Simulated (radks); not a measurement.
Question: The mean radii <r> (bohr) of the occupied orbitals of an atom or ion are listed with their occupations. Calculated with a radial shooting solver on a logarithmic mesh with Libxc functionals: non-relativistic Kohn-Sham, PBEsol, spin-unpolarised, spherical densities, point nucleus.

orbital  occ.     <r>
1s          2  0.1207
2s          2  0.6286
2p          6  0.6037
3s          2   2.382

Name the element and its charge.

Answer: Z = 13, aluminium, charge +1: Al+ in [Ne] 3s2. The 1s radius gives Z: for a bare nucleus <r> = 1.5/Z, 0.1154 bohr for Z = 13, and screening makes it slightly larger (0.1207 here). The occupations add up to 12, and the charge is Z minus that.
